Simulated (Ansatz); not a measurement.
Compare A (`FCN[SiH2]Cl`) with its isomer B (`N[SiH](F)CCl`).

Calculated with Ansatz (gas phase, PBE0-D4/def2-TZVP geometries, no zero-point term in ΔE). CCSD(T)/CBS adds triple-zeta CCSD(T) − MP2 to the extrapolated MP2 energy (def2 sets, frozen cores). Functionals use def2-TZVPP. B3LYP here is the variant with VWN-RPA as its local correlation; programs differ in this. One conformer a species, not always the lowest.

A:

Z-matrix (Å, degrees):
```
C
N 1 1.409
F 1 1.392 2 111.7
H 1 1.093 2 110.4 3 118.6
H 1 1.093 2 111.9 3 -118.7
Si 2 1.709 1 125.3 3 -100.3
H 2 1.008 1 114.8 3 79.5
Cl 6 2.064 2 113.0 1 -91.8
H 6 1.478 2 109.0 1 150.4
H 6 1.477 2 108.2 1 25.7
```

B:

Z-matrix (Å, degrees):
```
Si
F 1 1.607
C 1 1.873 2 103.7
N 1 1.689 2 113.8 3 120.2
H 1 1.477 2 106.8 3 -119.8
Cl 3 1.784 1 110.5 2 -171.4
H 3 1.092 1 111.9 2 68.4
H 3 1.091 1 111.1 2 -52.0
H 4 1.005 1 123.9 2 -76.6
H 4 1.005 1 122.5 2 90.9
```

(1) Which isomer does CCSD(T)/CBS put lower? Give the gap. (An estimate is asked.)

(2) Give E(B) − E(A) in kJ/mol with B3LYP, PBE0-D4, r2SCAN-D4, HF/def2-TZVPP, CCSD(T)/def2-TZVPP, CCSD/def2-TZVPP, MP2/def2-TZVPP. (An estimate is asked.)

Largest T1 diagnostic: 0.011.

Answers

(1) Ansatz gave: B, by 110.5 kJ/mol.

(2) Computed: B3LYP -98.3, PBE0-D4 -96.7, r2SCAN-D4 -101.6, HF/def2-TZVPP -95.2, CCSD(T)/def2-TZVPP -104.9, CCSD/def2-TZVPP -104.9, MP2/def2-TZVPP -110.5. None reverses the order clearly.

In def2-TZVPP, CCSD(T) changes the Hartree–Fock value by −9.6 kJ/mol (the triples alone add +0.0 kJ/mol) and MP2 by −15.3 kJ/mol.
